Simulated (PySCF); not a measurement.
# Correlation energy of Nb²⁺ (niobium, charge +2)

[Kr] 4d3, high-spin 4F determinant. All numbers are calculated (PySCF 2.14, a scalar-relativistic core potential, in aug-cc-pVDZ-PP with ECP28MDF (5s5p4d2f, 54 functions)). Frozen: 4s2 4p6; 3 electrons correlated.

```csv
level,correlation energy (mhartree)
CCSD,-12.89
(T),-0.04
CCSD(T),-12.93
```

Diagnostics: T1 = 0.0028, D1 = 0.0040, largest double amplitude 0.018.

Is a single reference adequate?

Yes, within this model without spin-orbit coupling: T1 lies below 0.03 and no double amplitude reaches 0.07.
